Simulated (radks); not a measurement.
La I, 57 electrons, occupied as [Xe] 5d1 6s2 (the NIST ground configuration). Calculated with a radial shooting solver on a logarithmic mesh with Libxc functionals: non-relativistic Kohn-Sham, BLYP, spin-unpolarised, spherical densities, point nucleus; relativity is left out, which matters for an element this heavy.

Normalised radial functions P(r) = r R(r), r in bohr:

r	4s
0.000883	0.0502
0.001216	0.0678
0.001675	0.0909
0.002306	0.1206
0.00315	0.1567
0.004339	0.2007
0.005975	0.2496
0.008228	0.2969
0.01133	0.3300
0.0156	0.3276
0.02149	0.2607
0.02959	0.1026
0.04043	-0.1399
0.05568	-0.4143
0.07667	-0.5552
0.1056	-0.3621
0.1454	0.1995
0.2002	0.7585
0.2758	0.6718
0.3798	-0.2509
0.5188	-1.2221
0.7145	-1.3740
0.9839	-0.7840
1.355	-0.2379
1.866	-0.0351
2.57	-0.0021
3.539	0.0000
4.873	0.0000
6.658	0.0000
9.169	0.0000
12.63	0.0000
17.39	0.0000

4s: eigenvalue -245.18 eV, 3 radial nodes at r = 0.0342, 0.132, 0.354 bohr, <r> = 0.684 bohr, 90 % of the charge inside 0.981 bohr.
